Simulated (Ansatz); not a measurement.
Calculated with Ansatz (gas phase, PBE0-D4/def2-TZVP geometries, no zero-point term in ΔE). CCSD(T)/CBS is the MP2 limit (def2-TZVPP, def2-QZVPP) plus CCSD(T) − MP2 in def2-TZVPP, frozen cores. This one scheme is used for every species. DFT in def2-TZVPP. B3LYP here is the variant with VWN-RPA as its local correlation; programs differ in this. One conformer a species, not always the lowest.

`CO[Si](F)(F)S` + CH₃SH → `CO[Si](F)(F)SC` + H₂S  (ligand exchange at the Si–S bond)

(1) Is it downhill or uphill in electronic energy at CCSD(T)/CBS, and by how much? (Best estimate.)

(2) What do these levels give: B3LYP-D4, PBE0, SCS-MP2/def2-TZVPP, CCSD/def2-TZVPP, SCS-MP2/def2-QZVPP, HF/CBS(def2)? (Estimate.)

Largest T1 diagnostic among the species: 0.012.

Answers

(1) Ansatz gave: Downhill: ΔE = -3.2 kJ/mol.

(2) Computed: B3LYP-D4 -4.5, PBE0 0.2, SCS-MP2/def2-TZVPP -1.6, CCSD/def2-TZVPP -1.2, SCS-MP2/def2-QZVPP -2.0, HF/CBS(def2) 3.0 kJ/mol.

The D4 term adds −5.9 kJ/mol with B3LYP and −3.5 kJ/mol with PBE0; it sums over pairs of atoms, weighted by their polarisabilities, and B3LYP, whose exchange is more repulsive, gets the larger term. In def2-TZVPP, CCSD(T) changes the Hartree–Fock value by −5.4 kJ/mol (the triples alone add −1.2 kJ/mol) and MP2 by −5.9 kJ/mol.
